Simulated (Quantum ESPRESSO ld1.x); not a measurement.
All-electron atom: Co XIV in [Ne] 3s2 3p2.

Calculated with ld1.x of Quantum ESPRESSO 7.5: scalar-relativistic Kohn-Sham, relativistic LDA (MacDonald-Vosko exchange, VWN5 correlation), spin-unpolarised, spherical densities, point nucleus.

Energy parts (hartree):
total: -1313.7816
kinetic: 1329.4535
electron-nucleus: -2930.3264
Hartree: 330.7280
exchange-correlation: -43.6368

Orbitals (lengths in bohr, moments of r in powers of bohr; r(max) is where P^2 peaks):
orbital  occ.  eigenvalue (hartree)     <r^2>  <1/r>  r(max)       <r^4>
1s          2              -292.572  0.004273  26.94   0.037  0.00004691
2s          2              -47.3357   0.07605  5.844   0.214    0.009966
2p          6              -42.7752   0.06086  5.741   0.171    0.007405
3s          2              -15.7186    0.5055  2.166   0.619      0.3778
3p          2              -14.3273    0.5042  2.089   0.604      0.3897
3d          0              -12.2676    0.4420  1.934   0.515      0.3315
4s          0              -7.58502     1.938  1.097    1.30       5.187

The highest occupied level is 3p at -389.86 eV. For comparison, the ionisation energy in NIST's Atomic Spectra Database is 410 eV (semi-empirical). In exact Kohn-Sham theory the highest level is minus the ionisation energy, but local and semilocal functionals leave it too shallow, through self-interaction and a potential that decays too fast; potentials with the right tail come closer.

Beside tabulated values, note that spin-unpolarised runs miss the spin-polarisation part of the exchange energy of open shells.
